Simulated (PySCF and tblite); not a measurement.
C₇H₁₀F₂, numbered as in [F:1][C@@H:2]1[CH2:3][CH2:4][CH2:5][C@:6]2([F:7])[CH2:8][C@H:9]12. The ensemble was built from 60 distance-geometry starts (ETKDG and KDG, MMFF94s, GFN2-xTB) and rests on GFN2-xTB geometries. Free energies are PBE0-D3(BJ)/def2-SVP (IEF-PCM, chloroform) single points with GFN2-xTB rigid-rotor and vibrational terms (modes under about 100 cm⁻¹ blended into free rotors). Symmetry numbers and mirror images are counted. Conformers within 2.5 kcal/mol (GFN2-xTB free energy) were kept, 2 at most. GIAO shieldings: KT2/pcSseg-1 (IEF-PCM, chloroform). Couplings: B3LYP/6-31G* with pcJ-1 on H, F (gas phase; spin-dipole term only for pairs with B, N, F, Si or P). H–H couplings come out 0.1 to 0.9 Hz lower than with pcJ-1 on all atoms. Shifts are against TMS (¹H), TMS (¹³C) at the same level; of two unlike H on one atom, a is the less shielded. Codes: tblite and PySCF.

The 6-ring runs over atoms 2–3–4–5–6–9.

Two conformers hold nearly all the population. I: 6-ring half-chair (ring torsions 68, -50, 16, 2, 16, -49°); δ(H3a) = 0.81 ppm. II: 6-ring half-chair (ring torsions -67, 51, -21, 4, -18, 48°); δ(H3a) = 1.90 ppm. The average over the ensemble at 298.15 K is 1.67 ppm.

(1) What populations and free-energy difference follow from a two-state model?

For its torsions the set is small; conformers may be missing.

Results:

(1) p(I) = (1.67 − 1.90)/(0.81 − 1.90) = 0.21, so K = p(II)/p(I) = 3.74 and G(II) − G(I) = −RT ln K = -0.78 kcal/mol. The weights computed directly are 21.0 % and 79.0 %.


Conformer gaps in def2-SVP on xTB geometries can be 2 kcal/mol too large for S=O, P=O and other polar bonds.